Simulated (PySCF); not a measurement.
Multinuclear NMR of C5H11N3Si

Atoms are numbered as in `[CH3:1][Si:2]([CH3:3])([CH3:4])[c:5]1[n:6][n:7][cH:8][nH:9]1`. Each H is labelled by its parent atom.

- σ from GIAO-PBE0/pcSseg-1
- GFN2-xTB geometry
- program: PySCF
- gas phase, no relativistic terms, rapidly exchanging positions averaged, single conformer

(1) What are the $^{29}$Si shifts?

(2) Where does $^{15}$N resonate?

Answers

(1) 
```csv
atoms,environment,σ (ppm),δ (ppm)
Si2,silicon bonded to 4 C,361.6,-17.3
```

Shieldings were converted by a linear fit to measured shifts: $^{29}$Si (scatter 8.9 ppm rms, 25.8 ppm with the 6 outliers that the fit left out vs TMS, solution or neat liquid). A few per cent of atoms miss by over 2 rms, more outside the fitted compound classes.

On a 300 MHz spectrometer $^{29}$Si resonates near 59.6 MHz, so 1 ppm is 59.6 Hz.

(2) 
```json
{"atoms": "N6", "environment": "pyridine-type nitrogen of an azole", "σ (ppm)": "-113.7", "δ (ppm)": "-43.3"}
{"atoms": "N7", "environment": "pyridine-type nitrogen of an azole", "σ (ppm)": "-102.4", "δ (ppm)": "-53.7"}
{"atoms": "N9", "environment": "pyrrole-type ring nitrogen", "σ (ppm)": "76.5", "δ (ppm)": "-218.6"}
```

Shieldings were converted by a linear fit to measured shifts: $^{15}$N (scatter 6.3 ppm rms vs CH3NO2, solution or neat liquid). Occasional misses reach two or three times the rms, and more in compound classes unlike the fitted ones.

On a 300 MHz spectrometer $^{15}$N resonates near 30.4 MHz, so 1 ppm is 30.4 Hz.
